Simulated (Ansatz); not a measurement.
`CB[SiH2][SiH2]Cl` and `CB[SiH2]S` differ in one atom or group.

Ansatz, PBE0-D4/def2-TZVP geometries, multiplicity 1. Each molecule was computed in one conformer, which needn't be the lowest.

| property | `CB[SiH2][SiH2]Cl` |
| --- | --- |
| HOMO–LUMO gap (B3LYP/def2-TZVPP) / eV | 5.29 |
| HOMO–LUMO gap (PBE0/def2-TZVPP) / eV | 5.65 |
| size of the dipole moment (PBE/def2-TZVPP) / D | 1.00 |
| HOMO–LUMO gap (PBE/def2-TZVPP) / eV | 3.62 |
| LUMO energy (PBE/def2-TZVPP) / eV | -2.98 |
| HOMO energy (PBE/def2-TZVPP) / eV | -6.60 |

Task: What does the change do to each property? (An estimate is asked.)

Result: Computed: 
```
                                      property  `CB[SiH2]S`  shift
         HOMO–LUMO gap (B3LYP/def2-TZVPP) / eV         4.89  -0.40
          HOMO–LUMO gap (PBE0/def2-TZVPP) / eV         5.32  -0.33
size of the dipole moment (PBE/def2-TZVPP) / D         0.74  -0.26
           HOMO–LUMO gap (PBE/def2-TZVPP) / eV         3.12  -0.50
             LUMO energy (PBE/def2-TZVPP) / eV        -2.94   0.04
             HOMO energy (PBE/def2-TZVPP) / eV        -6.05   0.55
```

With PBE0 the HOMO rises by 0.44 eV and the LUMO rises by 0.10 eV, so the gap narrows by about 0.34 eV. PBE moves the HOMO by 0.55 eV and ωB97M-V by 0.26 eV. Dipoles are sizes alone; their direction can turn.

B3LYP here is the variant with VWN-RPA as its local correlation; programs differ in this.
